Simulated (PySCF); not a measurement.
Computed shifts of a molecule C5H9N, PySCF with PBE/pcSseg-1, GIAO, gas phase, equivalent atoms averaged, in ppm (number of nuclei): ¹³C: 152.4 (1), 119.2 (1), 41.5 (1), 26.1 (1), 22.7 (1). ¹⁵N: 60.3 (1). ¹H: 6.22 (1), 5.67 (1), 5.61 (1), 1.09 (1), 1.06 (1), 1.04 (1), 0.73 (1), 0.61 (1), 0.35 (1). References: ¹³C against TMS (σ = 182.0 ppm); ¹⁵N against NH3 (σ = 267.0 ppm); ¹H against TMS (σ = 31.49 ppm), references at their B3LYP-D3(BJ)/def2-TZVP geometries, non-relativistic. Geometry: PBE0-D3(BJ)/def2-SVP. One conformer was computed; it need not be the lowest.

**Question.** Which structure fits?
A) C=CC(=C)CN
B) C=C1CCN1C
C) C=CC1(N)CC1
D) C=C=CCNC

**Answer.** C, C=CC1(N)CC1
